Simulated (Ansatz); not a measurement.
Basis-set extrapolation for C₁₂H₁₂ (`Cc1cccc2cccc(C)c12`) (PBE0-D4/def2-TZVP geometry, frozen core, the Gaussian-basis code of Ansatz). Multiplicity 1, RHF reference.

```json
{"": "HF", "def2-TZVPP": "-461.573845", "def2-QZVPP": "-461.592891"}
{"": "MP2 correlation", "def2-TZVPP": "-1.923240", "def2-QZVPP": "-2.042983"}
{"": "CCSD(T) correlation", "def2-TZVPP": "-2.070505", "def2-QZVPP": "not run"}
```

Energies in hartree. Use E(X) = E(∞) + A·exp(−7.88·√X) for Hartree–Fock and E(X) = E(∞) + B·X^(−2.97) for correlation, with X = 3 and 4, and add CCSD(T) minus MP2 of the smaller set to the MP2 limit.

Problem. What is the CCSD(T) energy at the basis-set limit?

Solution. HF limit: -461.592891 + (-0.019046) × 0.13774 = -461.59551. MP2 limit: -2.042983 + (-0.119743) × 0.74074 = -2.13168. Higher-order term: -2.070505 − (-1.923240) = -0.14726. Total: -463.87445 hartree, 604.1 kJ/mol below CCSD(T)/def2-TZVPP.
